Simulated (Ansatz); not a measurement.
The same group exchange along the group F, Cl, Br.

Gas-phase electronic energies from Ansatz, PBE0-D4/def2-TZVP geometries. CBS: MP2 limit from def2 TZ/QZ plus the TZ coupled-cluster correction, frozen cores. Functionals use def2-TZVPP. B3LYP here is the variant with VWN-RPA as its local correlation; programs differ in this. For Br outer-core shells are correlated without core-valence functions, which leaves a few kJ/mol of doubt a bond. Scalar relativity is left out up to krypton. Each species was taken in one conformer, which may not be the lowest.

| reaction | PBE0-D4 (kJ/mol) | CCSD/CBS(def2) (kJ/mol) | B3LYP-D4 (kJ/mol) |
| --- | --- | --- | --- |
| `CO[SiH](F)O[SiH3]` + `CBNC` → `CNB(C)[SiH3]` + `CO[SiH](O)F` | 107 | 129 | 124 |
| `CO[SiH](Cl)O[SiH3]` + `CBNC` → `CNB(C)[SiH3]` + `CO[SiH](O)Cl` | 107 | 128 | 125 |
| `CO[SiH](Br)O[SiH3]` + `CBNC` → `CNB(C)[SiH3]` + `CO[SiH](O)Br` | 107 | 128 | 124 |

Give the CCSD(T)/CBS values in the same order. (Best estimate.)

The calculation gave: 123, 123, 123 kJ/mol.

Largest T1 diagnostic: 0.013, for `CNB(C)[SiH3]`.
